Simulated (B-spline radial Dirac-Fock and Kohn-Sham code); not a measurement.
## Elastic and transport cross sections of antimony for electrons

The computed values come from an atomic code on a B-spline grid: relativistic (Dirac) partial waves in the static field of the Dirac-Fock atom with Furness-McCarthy exchange, without polarisation or absorption potentials. Below a few hundred eV the neglected polarisation potential matters, most of all at small angles. σ_tr1 and σ_tr2 weight the cross section with 1 − P₁ and 1 − P₂ of cos θ; "backward" is the share scattered beyond 90°.

```
energy (eV)  σ (a₀²)  σ_tr1 (a₀²)  σ_tr2 (a₀²)  σ/σ_tr1  backward (%)
         50     31.3         26.9         21.6     1.17            48
       67.3        ?            ?            ?        ?             ?
       78.1     18.7         14.2         12.2     1.32            38
       79.4     18.6         13.8         12.1     1.35            37
       80.9     18.4         13.4         11.9     1.37            36
        100     17.8         10.1         10.7     1.76            22
        117     18.1         8.75         10.4     2.07            16
        126     18.3         8.30         10.3     2.20            15
        148     18.6         7.63         9.99     2.44            13
        167     18.7         7.28         9.57     2.57            12
        170     18.7         7.23         9.50     2.59            12
        194     18.6         6.90         8.86     2.70            13
        200     18.6         6.83         8.69     2.72            13
        300     17.0         5.73         6.13     2.96            15
        346     16.1         5.28         5.28     3.05            15
        435     14.6         4.50         4.14     3.25            14
        500     13.8         4.03         3.59     3.41            14
        523     13.5         3.88         3.43     3.47            14
```

Q: Fill in the row for 67.3 eV.

A: σ = 21.1 a₀², σ_tr1 = 18.1 a₀², σ_tr2 = 14.5 a₀², σ/σ_tr1 = 1.17, backward 47 %. The ratio σ/σ_tr1 is roughly the number of elastic collisions that randomise the direction.
